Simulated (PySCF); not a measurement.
## `C[Si@H]1[Si@@H](Cl)[Si@H](O)[Si@@H]1Cl`: 4 charge schemes on one density

Species: CH8Cl2OSi4.
Structure used (GFN2-xTB), in Å, numbered top down from 1:
```
atom  x, y, z in Å
C1    -2.382    0.563   -1.205
Si2   -1.202   -0.467   -0.117
Si3    0.883   -0.962   -1.187
Cl4    1.007    0.060   -2.980
Si5    2.051    0.162    0.516
O6     2.689   -1.097    1.343
Si7   -0.008    0.825    1.495
Cl8   -0.189    0.144    3.433
H9    -3.199    0.997   -0.635
H10   -1.843    1.378   -1.678
H11   -2.817   -0.040   -1.997
H12   -2.009   -1.608    0.361
H13    1.237   -2.324   -1.610
H14    3.123    1.157    0.345
H15    2.984   -1.029    2.248
H16   -0.331    2.249    1.658
```

Density: PBE0/pcSseg-1 (PySCF); schemes: Mulliken, IAO, Hirshfeld and ESP-fitted. One conformer (not necessarily the lowest) at the GFN2-xTB geometry, without solvent, vibrations or thermal averaging.

Question: Tabulate the Mulliken, IAO, Hirshfeld and ESP-fitted charges.

Answer: In e:

```
atom             environment  Mulliken     IAO  Hirshfeld  ESP-fitted
  C1        Si-methyl carbon    -0.576  -0.683     -0.208      -0.505
 Si2             SiH silicon    +0.157  +0.323     +0.186      +0.439
 Si3  chlorine-bound silicon    +0.205  +0.359     +0.187      +0.010
 Cl4  silicon-bound chlorine    -0.332  -0.329     -0.148      -0.194
 Si5    oxygen-bound silicon    +0.560  +0.619     +0.245      +0.559
  O6          silanol oxygen    -0.559  -0.788     -0.306      -0.665
 Si7  chlorine-bound silicon    +0.218  +0.316     +0.167      -0.099
 Cl8  silicon-bound chlorine    -0.328  -0.317     -0.148      -0.171
  H9         methyl hydrogen    +0.151  +0.162     +0.047      +0.145
 H10         methyl hydrogen    +0.145  +0.159     +0.037      +0.117
 H11         methyl hydrogen    +0.152  +0.164     +0.047      +0.133
 H12           Si–H hydrogen    +0.002  -0.077     -0.070      -0.116
 H13           Si–H hydrogen    +0.010  -0.073     -0.063      +0.018
 H14           Si–H hydrogen    -0.052  -0.117     -0.077      -0.121
 H15       hydroxyl hydrogen    +0.251  +0.370     +0.178      +0.430
 H16           Si–H hydrogen    -0.004  -0.085     -0.074      +0.018
```

Mean size of the charges over all atoms: IAO 0.309 e, ESP-fitted 0.234 e, Mulliken 0.231 e, Hirshfeld 0.137 e. Each set sums to the total charge, 0, to within 0.001 e. The IAO scheme counts the electrons in orthogonalised intrinsic atomic orbitals, a minimal basis polarised so that it spans the occupied orbitals exactly. The Mulliken scheme counts on each atom the diagonal of the density matrix times the overlap matrix over that atom's basis functions.

Lowest charge. The schemes don't all agree: Mulliken C1 (-0.576); IAO O6 (-0.788); Hirshfeld O6 (-0.306); ESP-fitted O6 (-0.665).

Highest charge. All schemes agree: Mulliken Si5 (+0.560); IAO Si5 (+0.619); Hirshfeld Si5 (+0.245); ESP-fitted Si5 (+0.559).

Question: How many electrons does the ESP-fitted scheme count on Si5?

Answer: Z − q = 14 − (+0.559) = 13.441.

Question: Sum the charges by element, for elements with more than one atom.

Answer: 
| element | atoms | Mulliken | IAO | Hirshfeld | ESP-fitted |
| --- | --- | --- | --- | --- | --- |
| Si | 4 | +1.139 | +1.615 | +0.786 | +0.909 |
| Cl | 2 | -0.659 | -0.645 | -0.297 | -0.365 |
| H | 8 | +0.654 | +0.501 | +0.025 | +0.625 |

The run behind these numbers computed NMR shieldings as well. Time: 52 s; peak memory 0.98 GiB. Hardware: one thread of an Arm Neoverse V2 (shared host).
